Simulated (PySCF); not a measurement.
A GIAO shielding run with PySCF 2.14.0 with density-fitted response routines (density fitting, non-relativistic, gas phase) on 3-methyl-2-thiahexane ([C@@H](CCC)(C)SC, C6H14S):

```
$ OMP_NUM_THREADS=1 python probes_run.py task.json out

{"job": {"kind": "nmr", "xc": "PBE0", "basis": "pcSseg-1"}, "charge": 0, "multiplicity": 1}
C      2.548680    -1.294465     0.465767
C      1.406636    -0.801658    -0.413476
C      0.647564     0.349784     0.240532
C     -0.472942     0.899707    -0.634967
C     -1.165771     2.096562    -0.000807
S     -1.692961    -0.390924    -1.108533
C     -2.348913    -0.928592     0.496564
H      2.173950    -1.632202     1.430163
H      3.269311    -0.498004     0.639816
H      3.064738    -2.124607    -0.010325
H      1.802478    -0.470131    -1.376103
H      0.716589    -1.623956    -0.610618
H      1.342718     1.168193     0.448731
H      0.237767     0.021139     1.199117
H     -0.066446     1.187752    -1.608965
H     -2.013969     2.408274    -0.606216
H     -0.469517     2.929642     0.077821
H     -1.520163     1.856673     0.999969
H     -3.129881    -1.647398     0.271981
H     -1.567763    -1.406191     1.080021
H     -2.771025    -0.082656     1.029424
```

Hardware: 1 thread of an Arm Neoverse V2, shared host. The job also computes population analyses, field gradients.

**Question.** How large is the calculation?

**Answer.** 66 electrons, 196 basis functions and 1035 auxiliary functions.

**Question.** How long does it take, and how much memory does it need?

**Answer.** 28 s of wall time, with 12 SCF cycles and 4 response iterations; peak memory 0.87 GiB. Times on a shared host scatter by some tens of per cent.
